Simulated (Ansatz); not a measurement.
B(Br)2(NH2) (BBr2H2N), SMILES NB(Br)Br.

Geometry optimised at B3LYP-D3(BJ)/def2-SVP. Other conformers were not sampled.

Two levels are set side by side: PBE/def2-SVPD (Ansatz, an electronic-structure program) and PBE0/def2-SVPD (Ansatz). Energy differences of separate SCF runs at the same geometry; the states with an electron removed or added have multiplicity 2 and 2. Differences are taken from unrounded values.

```
quantity                            PBE0
---------------------------------  -----
vertical ionisation energy (eV)    10.30
vertical singlet–triplet gap (eV)   5.80
```

**Question.** What does PBE give, and how far is it from PBE0? (Estimate from the structure and the level; the computed values follow.)

**Answer.** 
```
quantity                            PBE  PBE minus PBE0
---------------------------------  ----  --------------
vertical ionisation energy (eV)    9.86           -0.44
vertical singlet–triplet gap (eV)  5.46           -0.34
```
